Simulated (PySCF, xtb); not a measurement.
CH₅BO, SMILES BOC. Atoms are numbered in the order given.

```xyz
8

B      0.2159    -1.2849     0.0000
H     -0.4129    -2.3028     0.0000
H      1.4193    -1.2596     0.0000
O     -0.4815    -0.1422     0.0000
C      0.1458     1.1244     0.0000
H      1.2351     1.0275     0.0000
H     -0.1721     1.6753     0.8872
H     -0.1721     1.6753    -0.8872
```

Geometry optimised at PBE0-D3(BJ)/def2-TZVP.

These are PySCF with C-PCM-M06-2X/def2-SVP values and carry that method's errors.

The values are the electrostatic part of the solvation free energy, E(continuum) − E(gas) at the gas-phase geometry, in a cavity of scaled van der Waals radii (PySCF's table); cavitation and dispersion terms are not included. In vacuum the orbital gap is 10.86 eV. The dipole moment in vacuum is 1.82 D.

Q: Estimate the values in water (ε = 78.36), acetonitrile (ε = 35.69), ethylethanoate (ε = 5.99). (An estimate is asked for; the answer gives what the named calculation found.)

A: 
```tsv
solvent	ε	ΔG(elec) (kcal/mol)	dipole (D)	gap (eV)
water	78.36	-2.1	2.19	10.90
acetonitrile	35.69	-2.0	2.19	10.90
ethylethanoate	5.99	-1.7	2.13	10.90
```

For comparison, GFN2-xTB/ALPB(water) (xtb, at the GFN2-xTB geometry, all terms of that model) gives -1.8 kcal/mol.
